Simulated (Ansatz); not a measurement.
System: C2H6BO, charge 0, multiplicity 2. It need not be the lowest isomer of its formula. 
Structure (B3LYP-D3(BJ)/def2-TZVP (Ansatz, a quantum-chemistry and plane-wave program) minimum search):
SMILES: [B](C)OC
```xyz
10

C      1.9177    -0.3018    -0.5644
B      0.6518     0.1803     0.2116
O     -0.5976    -0.1244    -0.1357
C     -1.7587     0.3149     0.5719
H      2.5742    -0.8746     0.0960
H      1.6617    -0.9218    -1.4306
H      2.5042     0.5550    -0.9064
H     -1.4813     0.9296     1.4292
H     -2.3099    -0.5635     0.9068
H     -2.3811     0.8906    -0.1128
```
Charge 0, spin multiplicity 2.

Property: atomisation energy (electronic, to ground-state atoms); the coupled-cluster value holds the core correlation from cc-pwCVTZ, in eV. Correlated levels leave the core frozen unless marked. Open shells are spin-unrestricted. No spin-orbit coupling. Non-relativistic. Basis-set limits of correlation are two-point, X^-3; Hartree-Fock from the larger set.

Level to compare with: CCSD(T)/CBS(cc-pVTZ,cc-pVQZ) plus the core term (Ansatz), 39.76 eV. It is a level with limits of its own, and the differences hold the functionals' basis error too.

### Question
Rank these functionals by how close they come to CCSD(T)/CBS(cc-pVTZ,cc-pVQZ), closest first: HSE06/def2-TZVPD (Ansatz); PBE/def2-TZVPD (Ansatz); BLYP/def2-TZVPD (Ansatz).

### Answer
HSE06/def2-TZVPD (screened hybrid, 39.92 eV, difference 0.16), BLYP/def2-TZVPD (GGA, 39.47 eV, difference -0.29), PBE/def2-TZVPD (GGA, 40.52 eV, difference 0.76)
